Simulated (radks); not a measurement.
Results of a calculation; reference values are marked as such.
Effect of the nuclear size on the potassium ion K2+, [Ne] 3s2 3p5. Level of theory: Dirac Kohn-Sham, LDA (Slater exchange, Perdew-Wang correlation), spin-unpolarised, spherical densities, finite nucleus; open shells are shared between the two j in proportion to 2j + 1; Fermi nuclear charge, rms radius 3.4349 fm (a radial shooting solver on a logarithmic mesh with Libxc functionals). The rms radius is varied about that value; shifts are against it.

rms radius (fm)  total energy shift (eV)  density at nucleus (e/bohr^3)  1s1/2 shift (meV)  2s1/2 shift (meV)  2p1/2 shift (meV)
2.851                           -0.00730                           5179              -3.08             -0.238              0.038
3.2529                          -0.00242                           5162              -1.02             -0.079              0.012
3.4349                                 0                           5156              0.000              0.000              0.000
3.5586                           0.00172                           5152              0.724              0.056             -0.009
4.2146                            0.0118                           5131               4.98              0.385             -0.061

Slopes of the eigenvalues against <r^2> in GHz/fm^2, as finite differences over the two radii next to the reference (eigenvalue slopes, not the field-shift constants of lines): 1s1/2 202, 2s1/2 15.6.
